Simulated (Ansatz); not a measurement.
```yaml
crystal:
  periodic: [false, false, false]
  atoms:
    - {symbol: Ge, position_ang: [-0.568871, -0.393823, 2.624483]}
    - {symbol: Ge, position_ang: [2.363941, -0.636155, 0.041908]}
    - {symbol: Ge, position_ang: [-0.688805, 2.575542, -0.345292]}
    - {symbol: Ge, position_ang: [-2.092377, 0.981427, 1.401527]}
    - {symbol: Ge, position_ang: [1.091319, 1.305776, -1.270576]}
    - {symbol: Ge, position_ang: [0.745804, -1.572645, 1.216973]}
    - {symbol: N, position_ang: [2.974169, -1.467098, -1.264569]}
    - {symbol: N, position_ang: [-3.058116, 0.031168, 0.748208]}
    - {symbol: N, position_ang: [0.007157, 0.247133, -2.256588]}
    - {symbol: N, position_ang: [-0.733655, -2.018687, -0.266844]}
    - {symbol: H, position_ang: [-1.442305, -0.773365, 3.978815]}
    - {symbol: H, position_ang: [0.667965, 0.631451, 3.652138]}
    - {symbol: H, position_ang: [3.603123, -1.042942, -1.609963]}
    - {symbol: H, position_ang: [3.201748, -2.340272, -0.878225]}
    - {symbol: H, position_ang: [3.335964, 0.542766, 1.099627]}
    - {symbol: H, position_ang: [-1.618174, 3.261850, -1.221132]}
    - {symbol: H, position_ang: [0.034200, 3.776075, 0.485801]}
    - {symbol: H, position_ang: [-3.536255, 0.486175, -0.318432]}
    - {symbol: H, position_ang: [-2.378732, -1.009198, 0.179685]}
    - {symbol: H, position_ang: [-2.883508, 2.170867, 2.290192]}
    - {symbol: H, position_ang: [-0.250595, 0.422012, -3.018048]}
    - {symbol: H, position_ang: [0.998301, -0.480263, -2.607947]}
    - {symbol: H, position_ang: [1.993596, 2.157756, -2.296192]}
    - {symbol: H, position_ang: [-0.783782, -1.322081, -0.792532]}
    - {symbol: H, position_ang: [-0.953950, -3.068956, -0.246793]}
    - {symbol: H, position_ang: [0.859683, -2.850389, 1.673165]}
basis:
  gaussian: {orbitals: def2-mTZVP}
hamiltonian: {xc: {name: BHLYP}}
scf: {omitted_lower_state_checks: [starts]}
output: {forces: true}
```

```sh
$ ansatz run in.yaml --threads 4 --pin off --events-out ev --progress --plain --max-ram 6963MiB
```

Shortened log:

```
Functional definition: BHLYP
3234 factors; integrals over basis functions are off by at most 1.1e-3 eV
mean field evaluation 1: about -345291.6811 eV, gradient 1.1e2 eV
mean field evaluation 2: about -345268.4213 eV, gradient 1.4e2 eV
mean field evaluation 4: about -345312.8925 eV, gradient 9.2e0 eV
mean field evaluation 8: about -345313.0591 eV, gradient 7.4e-1 eV
mean field evaluation 16: about -345313.0604 eV, gradient 3.4e-4 eV
mean field -345313.06043925 eV, -12690.0209095436 hartree, gradient 3.2e-5 eV, S^2 0.000000; 0 other end points of the search recorded, 0 dependent functions left out
reference -345313.06073306 eV, -12690.0209203408 hartree; 118, 118 occupied and 222, 222 virtual orbitals, 3234 factors
Total energy: -345313.06073306 eV, -12690.0209203408 hartree
Atom 0 at    -0.568871    -0.393823     2.624483 Å, force     0.293566     3.529020     5.121972 eV/Å
Atom 1 at     2.363941    -0.636155     0.041908 Å, force    -0.547970     9.060882     3.999587 eV/Å
Atom 2 at    -0.688805     2.575542    -0.345292 Å, force     1.103038    -0.035589     3.965206 eV/Å
Atom 3 at    -2.092377     0.981427     1.401527 Å, force    11.088482    13.884175     7.329590 eV/Å
Atom 4 at     1.091319     1.305776    -1.270576 Å, force     0.981893     1.047805     0.367120 eV/Å
Atom 5 at     0.745804    -1.572645     1.216973 Å, force    -4.101542    -0.034289    -2.729103 eV/Å
Atom 6 at     2.974169    -1.467098    -1.264569 Å, force    -8.704975    -8.911904     2.690041 eV/Å
Atom 7 at    -3.058116     0.031168     0.748208 Å, force   -10.836255   -13.189665   -15.257165 eV/Å
Atom 8 at     0.007157     0.247133    -2.256588 Å, force     9.299794    -8.483287    11.786055 eV/Å
Atom 9 at    -0.733655    -2.018687    -0.266844 Å, force     1.983403    -8.465131    10.178417 eV/Å
Atom 10 at    -1.442305    -0.773365     3.978815 Å, force     0.966294    -0.554995    -1.493087 eV/Å
Atom 11 at     0.667965     0.631451     3.652138 Å, force    -1.737303    -1.324381    -1.715391 eV/Å
Atom 12 at     3.603123    -1.042942    -1.609963 Å, force    11.096743     6.402041    -6.490622 eV/Å
Atom 13 at     3.201748    -2.340272    -0.878225 Å, force     0.996359    -1.520298    -0.815743 eV/Å
Atom 14 at     3.335964     0.542766     1.099627 Å, force    -0.943289    -2.201169    -1.464005 eV/Å
Atom 15 at    -1.618174     3.261850    -1.221132 Å, force    -1.019496     0.668718    -1.473445 eV/Å
Atom 16 at     0.034200     3.776075     0.485801 Å, force    -0.683149    -0.774426    -0.478754 eV/Å
Atom 17 at    -3.536255     0.486175    -0.318432 Å, force     1.526354    -1.969321     4.725495 eV/Å
Atom 18 at    -2.378732    -1.009198     0.179685 Å, force    -2.213791     3.332223     2.411225 eV/Å
Atom 19 at    -2.883508     2.170867     2.290192 Å, force     0.858584    -1.260464    -0.673651 eV/Å
Atom 20 at    -0.250595     0.422012    -3.018048 Å, force    -5.416799     4.197341   -14.516725 eV/Å
Atom 21 at     0.998301    -0.480263    -2.607947 Å, force    -4.398567     1.994691     1.184745 eV/Å
Atom 22 at     1.993596     2.157756    -2.296192 Å, force    -0.086028    -0.509910     0.670680 eV/Å
Atom 23 at    -0.783782    -1.322081    -0.792532 Å, force    -0.692936     6.091283    -7.468210 eV/Å
Atom 24 at    -0.953950    -3.068956    -0.246793 Å, force     0.322092     3.274810    -1.359435 eV/Å
Atom 25 at     0.859683    -2.850389     1.673165 Å, force     0.865497    -4.248158     1.505204 eV/Å
Dipole moment:     0.782824    -1.088565    -0.672685 e Å
Checks for a lower state left out: starts
```

It took 55 s on 4 threads of Arm Neoverse V1 on a shared host, peak host memory 2.5 GiB.
